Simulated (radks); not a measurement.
Values are calculated unless marked as measured or tabulated.
All-electron atom: Os2+ in [Xe] 4f14 5d6. Level of theory: scalar-relativistic Kohn-Sham, exchange-only r2SCAN, spin-polarised, spherical densities, finite nucleus; open shells are filled with parallel spins first (spin-orbit coupling, left out, can overturn this in heavy ions); meta-GGA in the generalised Kohn-Sham scheme; Fermi nuclear charge, rms radius 5.4126 fm (a radial shooting solver on a logarithmic mesh with Libxc functionals).

Unscreened Slater integrals over Kohn-Sham orbitals (hartree). They are taken over the spin-up orbitals.

F0(5d,5d): 0.53858
F2(5d,5d): 0.27867
F4(5d,5d): 0.18363
F0(5d,4f): 0.69916
F2(5d,4f): 0.15848
F4(5d,4f): 0.073448
G1(5d,4f): 0.055997
G3(5d,4f): 0.050440
G5(5d,4f): 0.039738
F0(5d,5p): 0.62095
F2(5d,5p): 0.30245
G1(5d,5p): 0.35992
G3(5d,5p): 0.22193
F0(4f,4f): 1.6469
F2(4f,4f): 0.80565
F4(4f,4f): 0.51040
F6(4f,4f): 0.36865
F0(4f,5p): 0.93931
F2(4f,5p): 0.29342
G2(4f,5p): 0.12101
G4(4f,5p): 0.099352
F0(5p,5p): 0.76420
F2(5p,5p): 0.41218

Derived for the open shells (J is the average intra-shell exchange parameter used in DFT+U). 5d: Racah B = F2/49 - 5 F4/441 = 0.003605 hartree, C = 35 F4/441 = 0.01457 hartree, C/B = 4.04, F4/F2 = 0.659, J = (F2 + F4)/14 = 0.03302 hartree.
